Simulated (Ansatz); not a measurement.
Geometry optimisation, Ansatz, RKS PBE/def2-SVP.

The input (input.yaml):

```yaml
crystal:
  periodic: [false, false, false]
  atoms:
    - { symbol: Ge, position_ang: [0.0, 0.0, 0.0] }
    - { symbol: H, position_ang: [0.0, 0.0, 1.9] }
    - { symbol: H, position_ang: [1.4616, 0.0, -0.5162] }
    - { symbol: O, position_ang: [-0.8337, 1.4443, -0.5894] }
    - { symbol: H, position_ang: [-1.7915, 1.2136, -0.8118] }
    - { symbol: O, position_ang: [-0.8337, -1.4443, -0.5894] }
    - { symbol: H, position_ang: [-1.2883, -1.91, 0.183] }
    - { symbol: Cl, position_ang: [0.9447, 2.1969, 0.7946] }
    - { symbol: H, position_ang: [0.3872, 0.9005, 1.9424] }
basis:
  gaussian: { orbitals: def2-SVP }
hamiltonian:
  xc: pbe
relax:
  f_tol: 0.15
  max_steps: 25
  restrain:
    - { distance: [0, 7], at: 3.42, k: 30.0 }
    - { distance: [8, 1], at: 1.86, k: 30.0 }
    - { distance: [0, 1], at: 1.55, k: 30.0 }
    - { distance: [8, 7], at: 1.37, k: 30.0 }
output:
  orbitals: {}
```

Launched with:

```bash
$ ansatz run input.yaml --threads 2 --pin off --max-ram 3072MiB --backend cpu --events-out ev --progress --plain --runs-dir out
```

**Question.** Where does it end, and by what steps?

**Answer.** The forces met the threshold. The restraints hold the end off the free minimum. After 20 steps the energy has fallen by 2.562 eV (the restraints' own energy left out); Cl8 moved furthest, 0.97 Å. Parted: Ge1–Cl8. Joined: Ge1–H2, Cl8–H9.

| step | energy less start (eV) | largest force component (eV/Å) | accepted |
| --- | --- | --- | --- |
| 0 | 0.0000 | 3.451 | yes |
| 1 | -0.6246 | 3.031 | yes |
| 2 | -1.1904 | 5.308 | yes |
| 3 | -1.8044 | 4.879 | yes |
| 4 | -2.2253 | 2.291 | yes |
| 5 | -2.3964 | 1.032 | yes |
| 6 | -2.4519 | 0.954 | yes |
| 7 | -2.4685 | 0.734 | yes |
| 8 | -2.4812 | 0.558 | yes |
| 9 | -2.4746 | 0.696 | yes |
| 10 | -2.4851 | 0.714 | yes |
| 11 | -2.3206 | 2.113 | no |
| 12 | -2.4996 | 0.701 | yes |
| 13 | -2.4972 | 0.869 | no |
| 14 | -2.5080 | 0.688 | yes |
| 15 | -2.5156 | 0.672 | yes |
| 16 | -2.5247 | 0.675 | yes |
| 17 | -2.5469 | 0.652 | yes |
| 18 | -2.5537 | 0.720 | yes |
| 19 | -2.4943 | 0.777 | no |
| 20 | -2.5624 | 0.676 | yes |

```xyz
9
Properties=species:S:1:pos:R:3
Ge -0.161 -0.135 0.063
H -0.096 -0.029 1.610
H 1.169 0.067 -0.687
O -1.439 1.065 -0.331
H -1.524 1.175 -1.297
O -0.671 -1.783 -0.445
H -1.512 -2.035 -0.020
Cl 1.608 2.445 1.460
H 0.672 1.631 1.960
```

Whether the end is a true minimum wasn't checked by a vibrational analysis.

Time of the run: 39 s on 2 threads of Arm Neoverse V1 (shared host), peak memory 0.15 GiB.
